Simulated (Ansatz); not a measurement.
Computed with Ansatz on PBE0-D4/def2-TZVP structures; ΔE is electronic, products minus reactants. CCSD(T)/CBS adds triple-zeta CCSD(T) − MP2 to the extrapolated MP2 energy (def2 sets, frozen cores). This one scheme is used for every species, atoms too. Functionals use def2-TZVPP. B3LYP here is the variant with VWN-RPA as its local correlation; programs differ in this. No spin–orbit coupling; open shells (•) take unrestricted orbitals. Spin–orbit coupling would lower the free atoms: clearly for Se. For Se outer-core shells are correlated without core-valence functions, so the limit isn't a true one: a few kJ/mol of doubt a bond, and 10 to 20 or more in all where bonds break to atoms. Scalar relativity is left out up to krypton.

Reaction (atomization): H₂Se → 2 H• + Se•

| level | ΔE (kJ/mol) |
| --- | --- |
| B3LYP-D4 | 686.3 |
| r2SCAN0-D4 | 674.2 |
| HF/def2-QZVPP | 465.8 |
| CCSD(T)/def2-QZVPP | 685.7 |

Problem. What does CCSD(T)/CBS give? (An estimate is asked.)

Solution. The calculation gave: +695.3 kJ/mol. The listed levels differ from it by -9.0, -21.1, -229.5, -9.6 kJ/mol.

Largest T1 diagnostic among the species: 0.008.

From r2SCAN to r2SCAN0 (25 % exact exchange), in def2-TZVPP and without D4, ΔE moves by −11.3 kJ/mol: exact exchange takes away binding that semilocal exchange gives to molecules. Leaving LDA and LC-ωPBE aside and taking each functional with its dispersion term where it has one, the values, not all of them listed here, spread over 22.3 kJ/mol, from BHLYP-D4 to ωB97X-V. LDA lies +103.3 kJ/mol from PBE without D4, its usual overbinding.

For atomizations the MP2-based limit and the directly extrapolated one differ by several kJ/mol either way, and by 10 to 25 for some Ge, Se and Sn compounds, so smaller differences from it don't rank the levels.
